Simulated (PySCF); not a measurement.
**Worked example: chemical shift, span and skew from a shielding tensor**

C2H6AlFO, SMILES C([O][AlH][F])C. Atoms are numbered in the order given.

```xyz
11

Al    -0.4472    -1.0744     0.0000
H     -2.0123    -1.0262     0.0000
F      0.2894    -2.5651     0.0000
O      0.5706     0.2600     0.0000
C      0.7285     1.6488     0.0000
C     -0.5935     2.4044     0.0000
H      1.3248     1.9403    -0.8851
H      1.3248     1.9403     0.8851
H     -1.1906     2.1528    -0.8920
H     -0.4223     3.4929     0.0000
H     -1.1906     2.1528     0.8920
```

Geometry optimised at B3LYP-D3(BJ)/def2-SVP. The structure was generated by enumeration; whether it is a known compound was not checked. Other conformers were not sampled.

GIAO shieldings from PySCF with HF/pcSseg-1, non-relativistic, no solvent. The symmetric part of the tensor of C5 has the principal values 109.1, 119.6, 172.9 ppm. The same nucleus in TMS has σ = 192.6 ppm at this level (PySCF, at its B3LYP-D3(BJ)/def2-TZVP geometry).

**Question.** Work out the isotropic shielding, the ¹³C shift against TMS, the span and the skew.

**Answer.** 
σ(iso) = (σ11 + σ22 + σ33)/3 = 133.9 ppm. δ = σ(ref) − σ(iso) = 192.6 − (133.9) = 58.7 ppm.
Span Ω = σ33 − σ11 = 63.8 ppm. Skew κ = 3(σ(iso) − σ22)/Ω = 0.67. Tumbling in solution averages the tensor to δ; in a static solid the shielding alone would spread this spin-1/2 line over Ω.
